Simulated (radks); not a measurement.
Gd48+, configuration [Ne] 3s2 3p4. Method: non-relativistic Kohn-Sham, TPSS, spin-polarised, spherical densities, point nucleus; open shells are filled with parallel spins first (spin-orbit coupling, left out, can overturn this in heavy ions); meta-GGA in the generalised Kohn-Sham scheme; relativity is left out, which matters for an element this heavy; computed with a radial shooting solver on a logarithmic mesh with Libxc functionals.

Normalised radial functions P(r) = r R(r), r in bohr:

r          2p up  3p down
0.000784  0.0036   0.0019
0.001088  0.0068   0.0037
0.001511  0.0130   0.0070
0.002097  0.0245   0.0133
0.002911  0.0460   0.0249
0.004042  0.0856   0.0463
0.005566  0.1546   0.0837
0.007726  0.2782   0.1504
0.01073   0.4875   0.2628
0.01489   0.8242   0.4418
0.02067   1.3254   0.7025
0.02869   1.9907   1.0299
0.03983   2.7235   1.3357
0.05529   3.2794   1.4127
0.07676   3.3151   0.9662
0.1066    2.6406  -0.1578
0.1467    1.5462  -1.5517
0.2037    0.5768  -2.3532
0.2828    0.1174  -1.8854
0.3925    0.0102  -0.7999
0.5449    0.0003  -0.1542
0.7564    0.0000  -0.0103

2p up: eigenvalue -10246.9 eV, 0 radial nodes, <r> = 0.0844 bohr, 90 % of the charge inside 0.136 bohr. 3p down: eigenvalue -4087.5 eV, 1 radial node at r = 0.103 bohr, <r> = 0.225 bohr, 90 % of the charge inside 0.332 bohr.
